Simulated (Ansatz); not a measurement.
Zn₂Se⁺ (the lowest doublet isomer of a short search) was relaxed with r2SCAN-D4 (def2-TZVP) in Ansatz in these states: charge +1 doublet, charge +1 quartet. The geometries follow in no particular order.

A:

```xyz
3

Zn   -1.357   -1.514   -0.276
Zn    0.609    1.675    1.016
Se    0.748   -0.161   -0.740
```

B:

Cartesian coordinates in Å:
```
Zn 1.2288 1.4628 -0.3804
Zn -1.1422 -1.0738 1.1561
Se -0.0865 -0.3890 -0.7757
```

Task: Judge from the bond lengths which geometry belongs to which state (an estimate).

Result: A is the charge +1 quartet (Zn1–Se3 2.545 Å, Zn2–Se3 2.545 Å); B is the charge +1 doublet (Zn1–Se3 2.305 Å, Zn2–Se3 2.305 Å).

At PBE0-D4/def2-TZVP a doublet lies 0.85 eV below the charge +1 quartet. These are the stationary points nearest to one start from a short search; other shapes may lie lower in each state.
